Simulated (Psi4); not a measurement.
Conformational energy of C₆H₁₀OSSi, SMILES [SiH2](c1sccc1)COC. Scanned: dihedral O2–C3–Si4–C5; all other coordinates were relaxed at GFN2-xTB. Points at φ and −φ are mirror images.

Geometry of the scan point at -160° (Å):
```
19

C      2.8094     1.1395     0.4235
O      1.6882     0.3464     0.7089
C      1.7171    -0.9139     0.0703
Si     0.0787    -1.7495     0.5710
C      0.2354    -3.6033     0.3244
C      1.2582    -4.3549    -0.1805
C      0.9916    -5.7395    -0.2123
C     -0.2424    -6.0367     0.2700
S     -1.0929    -4.6300     0.7681
H      3.7359     0.6486     0.7494
H      2.6832     2.0742     0.9667
H      2.8850     1.3485    -0.6518
H      2.6028    -1.4763     0.3988
H      1.8061    -0.7847    -1.0171
H     -0.1784    -1.4660     1.9846
H     -1.0114    -1.2331    -0.2662
H      2.1819    -3.9220    -0.5226
H      1.6852    -6.4766    -0.5764
H     -0.7080    -6.9975     0.3654
```

Level of theory: PBE-D3(BJ)/def2-SVP // GFN2-xTB (Psi4).

Scanned values (°): -160, -140, -120, -100, -80, -60, -40, -20, 0, 20, 40, 60, 80, 100, 120, 140, 160, 180.

### Question
At which scan points does the profile have its minima and maxima, and how high do they lie?

### Answer
Lower than their neighbours: -60° (0.0 kcal/mol), 60° (0.0 kcal/mol), 180° (2.1 kcal/mol). Higher than their neighbours: -120° (3.8 kcal/mol), 0° (3.0 kcal/mol), 120° (3.8 kcal/mol). The whole profile spans 3.8 kcal/mol.
